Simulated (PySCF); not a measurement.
Problem. What does the PBE0-D3(BJ)/def2-SVP structure of `[PH2][GeH2][CH2]CCl` look like in three dimensions?

Solution. 
```xyz
13
C2H8ClGeP angstrom
P      1.9718    1.0063   -0.5840
Ge     0.7834   -0.9283   -0.0493
C     -0.9696   -0.3618    0.6503
C     -1.6419    0.7303   -0.1516
Cl    -1.9643    0.2125   -1.8375
H      2.4861    1.1718    0.7400
H      3.1224    0.2868   -1.0313
H      1.4972   -1.7587    1.0390
H      0.6439   -1.7813   -1.3206
H     -1.6216   -1.2478    0.7127
H     -0.8138   -0.0019    1.6816
H     -2.6130    1.0167    0.2770
H     -1.0144    1.6312   -0.2221
```

Orientation and origin are arbitrary. Atoms count from 1 in this order. Of the pairs four or more bonds apart, P1···H13 is among the closest relative to their van der Waals radii: 3.07 Å, 102 % of the sum of Bondi's values. Ge2 (germanium bonded to C, P and 2 H) is tetrahedral (angles from 107.2° to 111.9°). P1 (three-coordinate phosphorus) is pyramidal (angles 93.8°, 93.7° and 93.4°, sum 280.9°, 0.87 Å off the plane of its three neighbours).

Bonds between heavy atoms (Å): P1–Ge2 2.333, Ge2–C3 1.971, C3–C4 1.513, C4–Cl5 1.793.

Theory: PBE0-D3(BJ)/def2-SVP geometry optimisation, gas phase (PySCF).

Point group: C1 (no symmetry element, even within 0.4 Å). Not checked by PBE0-D3(BJ)/def2-SVP frequencies. One conformer, not necessarily the lowest (H–P1–Ge2–C3 86° and 180°, P1–Ge2–C3–C4 45°, Ge2–C3–C4–Cl5 61°).
